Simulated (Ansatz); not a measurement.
Job for Ansatz (a program for electronic structure): R-CCSD(T)/def2-TZVPPD on BeBrI (SMILES [Br][Be][I]), a point of a bond scan (R = 2.165 Å). Elements past Kr take the def2 small-core potentials; no spin–orbit coupling. Files ending in .json are basis or fitting sets from the Basis Set Exchange. The run froze 24 orbitals, filled d shells among them.

Ansatz 0.2 input:
```yaml
crystal:
  periodic: [false, false, false]
  atoms:
    - {symbol: Be, position_ang: [-0.00000000, -0.00000000, -0.50333561]}
    - {symbol: Br, position_ang: [-0.00000000, -0.00000000, -2.45917122]}
    - {symbol: I, position_ang: [0.00000000, 0.00000000, 1.66196859]}
basis:
  gaussian:
    orbitals: def2-TZVPPD.json
    pivot_positions_ang: [[-0.00000000, -0.00000000, -0.50333561], [-0.00000000, -0.00000000, -2.45917122], [0.00000000, 0.00000000, 1.66196859]]
magnetization: {spin_polarized: false}
correlation: {method: ccsd_t, electrons: outside_noble_gas}
scf: {lower_state_search: off}
output: {orbitals: {seedname: ./end}}
```

It printed:

```
WARN ansatz: RAYON_NUM_THREADS=1 ignored (pool sized by the plan → 1); use --threads N
Functional definition: HF
these checks for a lower state are left out or cut short: stability, starts, cluster_reference, orbital_swaps, neighbouring_geometries, increment
integrals: 0.27 GiB planned
1164 factors; integrals over basis functions are off by at most 2.8e-4 eV
mean field: 0.52 GiB planned
mean field evaluation 1: about -78472.7643 eV, gradient 1.4e1 eV
mean field evaluation 2: about -78472.8058 eV, gradient 1.4e1 eV
mean field evaluation 4: about -78473.7153 eV, gradient 1.8e0 eV
mean field evaluation 8: about -78473.7340 eV, gradient 1.4e-1 eV
mean field -78473.73408955 eV, -2883.8565363835 hartree, gradient 4.0e-6 eV, S^2 0.000000; 0 other end points of the search recorded, 0 dependent functions left out
24 core orbitals not correlated
reference -78473.73408955 eV, -2883.8565363835 hartree; 8, 8 occupied and 106, 106 virtual orbitals, 1164 factors
second order -8.93679686 eV of doubles, -0.00000000 eV of singles
coupled cluster: 0.59 GiB planned
cycle   1  -9.50599476 eV  change   -5.7e-1 eV  update   6.4e-2
cycle   2  -9.70488598 eV  change   -2.0e-1 eV  update   1.8e-2
cycle   3  -9.73788063 eV  change   -3.3e-2 eV  update   8.7e-3
cycle   4  -9.73327100 eV  change    4.6e-3 eV  update   2.4e-3
cycle   5  -9.73270216 eV  change    5.7e-4 eV  update   7.0e-4
cycle   6  -9.73261721 eV  change    8.5e-5 eV  update   1.8e-4
cycle   7  -9.73261840 eV  change   -1.2e-6 eV  update   5.2e-5
cycle   8  -9.73263111 eV  change   -1.3e-5 eV  update   1.8e-5
perturbative correction -0.40984347 eV, -0.0150614696 hartree
Total energy: -78483.87656413 eV, -2884.2292654494 hartree
Checks for a lower state left out: stability, starts, cluster_reference, orbital_swaps, neighbouring_geometries, increment
```

The calculation finished and met its thresholds.

Cost: very roughly 8 core-seconds.
